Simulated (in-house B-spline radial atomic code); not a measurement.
Atomic self-consistent-field run: Fe+. Level of theory: scalar-relativistic (X2C) Hartree-Fock, spin-polarised, averaged over the determinants with the given up and down occupations, Fermi nucleus of rms radius 3.7377 fm, inside a hard spherical wall at 7.12 bohr; calculated with a B-spline radial code for spherical atoms.

Command:
```bash
python run_scf.py task.json out
```
Settings (nuclear radius in fm, mass in u):
```
Z                26
configuration    [Ne] 3s2 3p5 3d7 4s1
hamiltonian      x2c
method           hf
spin_polarised   True
nucleus          fermi
rms_radius       3.7377
atomic_mass      55.93494
speed_of_light   137.035999084
wall_radius      7.12
```

Output (hartree, bohr):
```
 radial grid: 65 intervals, B-splines of order 8, outer radius 7.12 bohr

 iter        energy (Eh)    residual
    1      -1256.7125639    4.21e-01
    2      -1262.6501407    4.90e-01
    3      -1268.6356216    1.09e-01
    4      -1269.0680053    3.59e-02
    5      -1269.0885855    1.40e-02
    6      -1269.0923397    7.77e-03
    7      -1269.0942202    1.59e-03
    8      -1269.0943049    3.45e-04
    9      -1269.0943093    2.77e-05
   10      -1269.0943093    8.80e-06
   11      -1269.0943093    4.82e-07
   12      -1269.0943093    5.16e-08

 total energy                    -1269.094309
 kinetic                           1287.45065
 electron-nucleus                 -3032.01317
 electron-electron                  475.46821

 orbital      occ     eigenvalue          <r>       <r^2>       <1/r>       r_max
 1s up      1.000     -264.21432    0.0581011  0.00455283     26.3357     0.03793
 1s down    1.000     -264.17425    0.0580942  0.00455158     26.3379     0.03793
 2s up      1.000      -32.89864      0.26537   0.0832248     5.64372      0.2216
 2s down    1.000      -32.76685     0.264664   0.0826876     5.65531      0.2215
 2p up      3.000      -27.98289     0.235125   0.0679467     5.46112      0.1797
 2p down    3.000      -27.83108     0.234677   0.0676172     5.46721      0.1797
 3s up      1.000       -4.80779     0.805924    0.747988     1.75447      0.6995
 3s down    1.000       -4.26634     0.815033    0.766444     1.72906      0.7013
 3p up      3.000       -3.34849     0.852994    0.855501     1.60557      0.7145
 3p down    2.000       -2.89314     0.864765    0.881522     1.58385      0.7172
 3d up      5.000       -1.03542      1.03304     1.36142     1.26784      0.7136
 3d down    2.000       -0.74005      1.14394     1.72137     1.18435      0.7328
 4s up      1.000       -0.56708      2.73328      8.4447    0.464512       2.335
```

Time taken, with all properties: 0.2 s on 1 thread of Arm Neoverse V2 (shared host).

One-electron X2C: radii and densities carry no picture-change correction, so inner-shell <1/r> comes out high (for 1s by about 2 % at Z = 33, 5 % at 54, 10 % at 75, 30 % at 118) and <r> low.
